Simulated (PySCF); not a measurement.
A structure optimised at TPSSh-D3(BJ)/def2-SVP, used in a PySCF frequency run:

```
Ga
H 1 1.5485
Cl 1 2.1469 2 121.41
Br 1 2.2814 2 122.87 3 180.00
```
Charge 0, spin multiplicity 1.

Problem. Write its SMILES, formula and point group.

Solution. [Cl][GaH][Br], BrClGaH, Cs

Problem. What are its rotational constants (standard atomic weights)?

Solution. 8.4688, 1.3322, 1.1511 GHz
